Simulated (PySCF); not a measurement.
Job file and geometry (Å, from GFN2-xTB) of an NMR shielding run on SMILES CS(=O)(=O)COC[SiH3], C₃H₁₀O₃SSi, GIAO PBE0/pcSseg-1 NMR shielding, non-relativistic, gas phase (PySCF); density fitting, a coarse starting grid and PySCF grid level 2 are the driver's defaults:

```
$ OMP_NUM_THREADS=1 python probes_run.py task.json out

{"job": {"kind": "nmr", "xc": "PBE0", "basis": "pcSseg-1"}, "charge": 0, "multiplicity": 1}
C      1.866166     0.819173    -1.194106
S      1.661795    -0.888130    -0.618900
O      0.745252    -1.560222    -1.503345
O      2.957064    -1.485896    -0.432012
C      0.872588    -0.669516     1.037115
O     -0.221037     0.160873     0.920564
C     -1.393463    -0.466419     0.390742
Si    -2.661632     0.937246     0.165215
H      0.965764     1.357146    -0.927560
H      2.737725     1.229934    -0.703624
H      1.998479     0.793273    -2.267803
H      0.630016    -1.667007     1.417082
H      1.622757    -0.187274     1.661882
H     -1.737870    -1.236610     1.091369
H     -1.157149    -0.963575    -0.552944
H     -2.933670     1.533684     1.472563
H     -2.080789     1.937511    -0.731582
H     -3.880756     0.362127    -0.402935
```

Question: What does the program print?

Answer: 
```
coarse grid: 15968 points
cycle   1  E = -1032.5445587082  dE =  1.553e+00  |g| = 1.210e+00  |ddm| = 3.887e+00
cycle   2  E = -1031.8767346113  dE =  6.678e-01  |g| = 2.256e+00  |ddm| = 2.749e+00
cycle   3  E = -1032.8009434962  dE = -9.242e-01  |g| = 1.886e-01  |ddm| = 1.987e+00
cycle   4  E = -1032.8071230891  dE = -6.180e-03  |g| = 1.024e-01  |ddm| = 2.502e-01
cycle   5  E = -1032.8090960201  dE = -1.973e-03  |g| = 2.663e-02  |ddm| = 8.788e-02
cycle   6  E = -1032.8092256025  dE = -1.296e-04  |g| = 5.354e-03  |ddm| = 2.163e-02
cycle   7  E = -1032.8092307106  dE = -5.108e-06  |g| = 1.526e-03  |ddm| = 4.389e-03
final grid: 144640 points
cycle   8  E = -1032.8896726577  dE = -2.041e-05  |g| = 1.445e-02  |ddm| = 2.649e-02
cycle   9  E = -1032.8896224255  dE =  5.023e-05  |g| = 2.175e-02  |ddm| = 2.519e-02
cycle  10  E = -1032.8897115805  dE = -8.916e-05  |g| = 2.661e-03  |ddm| = 1.619e-02
cycle  11  E = -1032.8897128593  dE = -1.279e-06  |g| = 3.052e-04  |ddm| = 2.052e-03
cycle  12  E = -1032.8897128690  dE = -9.686e-09  |g| = 2.011e-04  |ddm| = 3.540e-04
cycle  13  E = -1032.8897128764  dE = -7.368e-09  |g| = 3.795e-05  |ddm| = 1.786e-04
cycle  14  E = -1032.8897128766  dE = -1.978e-10  |g| = 2.031e-05  |ddm| = 4.078e-05
converged SCF energy = -1032.8897128766

GIAO shielding tensors (ppm)
atom      isotropic    diamagn.    paramagn.     s11        s22        s33       span
  0 C      145.107     257.512    -112.406    109.377    134.598    191.346     81.969
  1 S      186.661    1051.648    -864.987     48.957    192.823    318.203    269.246
  2 O      114.934     403.862    -288.927     69.206     95.355    180.242    111.036
  3 O      112.236     394.645    -282.409     51.539     74.277    210.890    159.350
  4 C       93.155     253.508    -160.353     70.595     84.581    124.289     53.694
  5 O      307.564     400.303     -92.739    279.486    312.383    330.824     51.337
  6 C      127.062     253.379    -126.317     83.232    108.027    189.926    106.694
  7 Si     422.381     879.960    -457.579    393.592    413.306    460.244     66.652
  8 H       28.308      34.682      -6.374     23.675     29.678     31.572      7.897
  9 H       29.621      30.262      -0.641     26.129     27.305     35.427      9.298
 10 H       29.081      29.255      -0.174     26.400     27.435     33.409      7.009
 11 H       27.639      31.538      -3.898     24.147     27.427     31.344      7.197
 12 H       27.254      31.699      -4.445     23.508     26.877     31.378      7.870
 13 H       28.368      31.481      -3.114     24.749     26.808     33.547      8.798
 14 H       26.408      33.599      -7.191     19.982     29.261     29.980      9.998
 15 H       27.727      28.785      -1.058     24.391     25.884     32.907      8.516
 16 H       27.812      29.585      -1.773     24.119     27.297     32.021      7.902
 17 H       27.875      28.258      -0.383     24.719     25.404     33.502      8.784
```

Question: Turn these shieldings into chemical shifts. Shifts are taken against calculated references (same method and geometry level): TMS for 13C (186.93 ppm), 29Si (349.16 ppm), 1H (31.72 ppm); 33S (503.73 ppm) against CS2; 17O (336.08 ppm) vs H2O.

Answer: Averaging equivalent atoms: C 4: 93.8; C 6: 59.9; C 0: 41.8; S 1: 317; O 2/3: 222.5; O 5: 28.5; Si 7: -73.2; H 13/14: 4.33; H 11/12: 4.27; H 15/16/17: 3.91; H 8/9/10: 2.71 ppm. Experimental scales use liquid or dissolved standards, which lie at an offset from isolated H2O (liquid H2O: subtract about 36 ppm).

Size and cost of the density-fitted run: 200 basis functions, 44 s wall time on 1 thread of an Arm Neoverse V1, shared host; peak memory 0.9 GiB.
